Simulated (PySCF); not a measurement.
CsBr, SMILES [Br][Cs].

Geometry: PBE-D3(BJ)/def2-TZVPD. The def2 effective core potentials stand for the cores of Cs; spin–orbit coupling is left out.

These are PBE-D3(BJ)/def2-TZVPD (PySCF) values and carry that method's errors.

Frequencies are harmonic and unscaled.

Computed normal modes with their intensities:
```json
[
 {"mode": "1", "ν (cm⁻¹)": "143", "IR (km/mol)": "28.9", "moving atoms (share of kinetic energy)": "Br 62 %, Cs 38 %"}
]
```
